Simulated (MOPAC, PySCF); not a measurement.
Noncovalent pair: H2O (SMILES O) (first 3 atoms) with C2H3F (SMILES C=CF); geometry from B3LYP-D3(BJ)/def2-TZVP, rigid monomers moved along the line of their centres of mass till H3···F6 is 1.90 Å.
(charge 0, multiplicity 1):
```
atom    x (Å)    y (Å)    z (Å)
----  -------  -------  -------
O      0.3312  -0.1151  -0.5749
H      0.0316  -0.8592  -1.1067
H     -0.3617   0.0217   0.0827
C      0.9834  -0.6530   2.4999
C     -0.2886  -0.4460   2.7644
F     -1.1806  -0.1195   1.7899
H      1.3756  -0.5735   1.4947
H      1.6490  -0.9076   3.3117
H     -0.7722  -0.5004   3.7297
```

Counterpoise-corrected where a basis set is named; no monomer relaxation. Rows marked so take none.

Rows in 3-21G, 6-31G*, STO-3G carry no dispersion term and start afresh at each structure (6-31G* with six Cartesian d functions). The state that PM7 reach isn't checked; PM7 holds dispersion and hydrogen-bond terms.

Run with MOPAC for PM7 (differences of heats of formation); PySCF for 3-21G rows, 6-31G* rows, STO-3G rows. 

Problem. One of these levels gives 13.5 kJ/mol for the interaction energy. Which?
A) HF/6-31G*
B) HF/3-21G (no counterpoise)
C) PM7
D) HF/STO-3G (no counterpoise)

Solution. C, PM7. The others give -11.1 (HF/STO-3G (no counterpoise)), -39.7 (HF/3-21G (no counterpoise)), -4.0 (HF/6-31G*)
